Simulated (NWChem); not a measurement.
Species: C2H2BrF; SMILES C=C(F)Br

```xyz
6

C     -1.2106     1.6335     0.0000
C     -0.0779     0.9424     0.0000
F      1.1116     1.5110     0.0000
Br     0.0304    -0.9313     0.0000
H     -2.1741     1.1277     0.0000
H     -1.1652     2.7243     0.0000
```
Atoms are numbered in this order, from 1.

Computed with NWChem. Pople sets run with spherical d functions. STO-3G and 3-21G are far too small for this property and stand as cheap habits. Geometry: optimised at PBE0/def2-SVP. B3LYP is NWChem's, with the RPA form of VWN correlation. Field at 589 nm.

**Question.** Order these by “isotropic polarisability (bohr³)”, lowest first: B3LYP/def2-SVPD; B3LYP/def2-SVP; B3LYP/STO-3G.

**Answer.** B3LYP/STO-3G (18.0), B3LYP/def2-SVP (37.4), B3LYP/def2-SVPD (50.1)
